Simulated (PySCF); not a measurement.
# Bonding in BMe2Et

Species: BMe2Et, C4H11B.
Z-matrix (Å and degrees, PBE0-D3(BJ)/def2-SVP geometry), rows numbered from 1:
```
B 
C   1  1.5737
H   2  1.1068  1  107.44
H   2  1.1004  1  115.37  3  -120.00
H   2  1.1030  1  111.77  3   114.57
C   1  1.5724  2  120.02  3   -71.54
H   6  1.1023  1  112.77  2   140.93
H   6  1.1002  1  115.47  2    13.75
H   6  1.1081  1  105.86  2  -104.61
C   1  1.5802  2  120.18  3   106.21
C  10  1.5360  1  108.95  2   -74.63
H  10  1.1028  1  112.40  2   164.03
H  10  1.1037  1  110.14  2    44.38
H  11  1.1013 10  111.79  1   179.98
H  11  1.1024 10  111.65  1   -60.10
H  11  1.1018 10  111.60  1    59.76
```

Bond orders from the PBE0/pcSseg-1 density (PySCF). Geometry: PBE0-D3(BJ)/def2-SVP, one conformer, isolated molecule.

Set the Mayer orders of the bonds between heavy atoms beside their lengths.

| bond | length (Å) | Mayer order |
| --- | --- | --- |
| B1–C2 | 1.574 | 1.062 |
| B1–C6 | 1.572 | 1.056 |
| B1–C10 | 1.580 | 0.987 |
| C10–C11 | 1.536 | 1.044 |

By pair of heavy elements: B–C: lowest B1–C10 (0.987, 1.580 Å), highest B1–C2 (1.062, 1.574 Å).

And the bonds to hydrogen?

C–H: 0.93 to 0.97 (11 bonds).

Sum the orders of all bonds at each heavy atom with more than one neighbour.

B1 3.105, C2 3.902, C6 3.902, C10 3.927, C11 3.942. Orders between atoms that aren't bonded are not in these sums.

For a closed shell the Mayer order of atoms A and B is Σ (PS)μν (PS)νμ over the basis functions μ on A and ν on B, with P the density and S the overlap matrix.
